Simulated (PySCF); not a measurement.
# Vertical excitation energies

Species: C4H9NOSi.
Numbering: `[O:1]=[C:2]([SiH3:3])[CH:4]1[CH2:5][NH:6][CH2:7]1` (hydrogens: H8, H9, H10 on Si3; H11 on C4; H12, H13 on C5; H14 on N6; H15, H16 on C7)

Method used: PySCF 2.14.0, density-fitted response routines, TDDFT PBE0/def2-SVPD, vertical, gas phase, core orbitals frozen in the response. The structure is a single GFN2-xTB conformer in the gas phase; no vibrational or solvent corrections. Torsions of this conformer, `[O:1]=[C:2]([SiH3:3])[CH:4]1[CH2:5][NH:6][CH2:7]1`: O1–C2–C4–C5 -9°.

What does the calculation give for the low-lying excited states?

| state | λ (nm) | E (eV) | f | \|μ\| (D) | main configurations (H = HOMO, L = LUMO) |
| --- | --- | --- | --- | --- | --- |
| S1 | 351.8 | 3.52 | 0.0009 | 0.25 | H-1→L (79%), H→L (19%) |
| S2 | 284.6 | 4.36 | 0.021 | 1.13 | H→L (80%), H-1→L (19%) |
| S3 | 206.5 | 6.01 | 0.0008 | 0.19 | H→L+1 (46%), H→L+2 (26%), H→L+3 (21%) |
| S4 | 202.8 | 6.11 | 0.012 | 0.71 | H→L+1 (40%), H→L+2 (24%), H→L+3 (17%) |
| S5 | 196.0 | 6.33 | 0.0046 | 0.44 | H-1→L+1 (81%), H→L+1 (12%) |
| S6 | 189.1 | 6.56 | 0.046 | 1.36 | H-1→L+2 (32%), H→L+4 (32%), H→L+2 (18%) |
| S7 | 188.2 | 6.59 | 0.018 | 0.84 | H-2→L (89%) |
| S8 | 185.8 | 6.67 | 0.066 | 1.61 | H→L+4 (59%), H-1→L+2 (18%), H→L+3 (8%) |

Triplets (Tamm–Dancoff): T1 2.86 eV, H-1→L (82%), H→L (15%); T2 4.21 eV, H→L (84%), H-1→L (15%); T3 5.61 eV, H-3→L (35%), H-6→L (16%), H-2→L (16%).

The lowest singlet lies at 3.52 eV (352 nm, ultraviolet) and is very weak; its leading configuration is HOMO-1→LUMO (79%). The most intense listed level is S8 at 6.67 eV (186 nm, f = 0.066), 3.15 eV above S1. It is the last of those listed, so stronger ones may follow. Löwdin shares by element: HOMO nitrogen 51%, carbon 19% or more, oxygen 4% (atoms not listed hold the other 26%); LUMO carbon 43% or more, oxygen 30%, silicon 12% (atoms not listed hold the other 15%). Of the 8 states listed, 5 reach f = 0.01 and none stays under 0.0005. The listed states span 3.15 eV, and the widest gap between neighbours is 1.65 eV (S2 to S3). The oscillator strengths of these states sum to 0.168; summed over the whole spectrum of an exact calculation they would give the number of electrons, 62 (Thomas–Reiche–Kuhn). No computed singlet lies in the visible range (380 to 750 nm); the lowest, at 352 nm, stands 0.26 eV above its violet end (3.26 eV); a Tamm–Dancoff triplet lies at 434 nm, without intensity as long as spin–orbit coupling is left out. Singlets were solved by full linear response, triplets in the Tamm–Dancoff approximation.
